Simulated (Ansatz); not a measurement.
Relaxation of C2H9BOSn (14 atoms, charge 0, multiplicity 1), to a largest force component of 0.02 eV/Å in at most 50 steps.

The calculation used Ansatz 0.2.0, RKS LDA/def2-SVP.

```xyz
14
Properties=species:S:1:pos:R:3
C -1.458 1.806 0.660
B -0.653 0.608 1.149
O 0.778 0.660 1.099
Sn 1.380 -0.120 -0.641
C 0.761 -2.211 -0.690
H -0.832 2.671 0.288
H -2.099 2.237 1.488
H -2.128 1.546 -0.190
H -1.192 -0.324 1.629
H 3.036 0.018 -0.851
H 0.455 0.715 -1.899
H 1.298 -2.728 0.168
H 1.005 -2.621 -1.661
H -0.364 -2.286 -0.522
```

Where does it end, and by what steps?

It converged. After 14 steps the energy has fallen by 0.732 eV; H9 moved furthest, 1.37 Å.

```
step  energy less start (eV)  largest force component (eV/Å)  accepted
   0                  0.0000                           3.116       yes
   1                 -0.2132                           2.354       yes
   2                 -0.3392                           1.773       yes
   3                 -0.4302                           0.386       yes
   4                 -0.4613                           0.221       yes
   5                 -0.5061                           0.538       yes
   6                 -0.5491                           0.521       yes
   7                 -0.6397                           0.294       yes
   8                 -0.7006                           0.128       yes
   9                 -0.7093                           0.107       yes
  10                 -0.7187                           0.240       yes
  11                 -0.7247                           0.272       yes
  12                 -0.7263                           0.148       yes
  13                 -0.7273                           0.171       yes
  14                 -0.7315                           0.015       yes
```

```xyz
14
Properties=species:S:1:pos:R:3
C -1.463 1.828 0.584
B -0.792 0.747 1.491
O 0.217 -0.063 1.138
Sn 1.195 -0.238 -0.618
C 0.965 -2.304 -1.040
H -1.064 1.906 -0.451
H -1.365 2.824 1.074
H -2.559 1.642 0.530
H -1.198 0.598 2.648
H 2.798 0.226 -0.218
H 0.486 0.804 -1.791
H 1.355 -2.886 -0.181
H 1.524 -2.579 -1.957
H -0.110 -2.534 -1.180
```

Whether the end is a true minimum wasn't checked by a vibrational analysis.

Run time: 32 s on 2 threads of Intel(R) Xeon(R) Platinum 8259CL CPU @ 2.50GHz (Skylake/Cascade Lake), with other jobs on the host, peak memory 0.19 GiB.
